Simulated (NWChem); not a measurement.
# methylammonium (CH6N cation); SMILES C[NH3+]

All runs: NWChem. Geometry: optimised at PBE-D3(BJ)/def2-SVP. Level PBE/def2-TZVP: energy and gradient; each run changes one setting, and changes count from the defaults (medium grid, exact Coulomb integrals, symmetry on).

```csv
setting,size of the energy change (μHa),largest change of a gradient component (μHa/bohr),"time, defaults = 1 (rough)"
defaults,< 10,< 30,about 1
extra-fine grid,< 10,40,2
Becke weights,< 10,70,about 1
symmetry off,< 10,other frame,about 1
tight SCF thresholds and tolerances,< 10,< 30,about 1
coarse grid,< 10,200,about 1
```
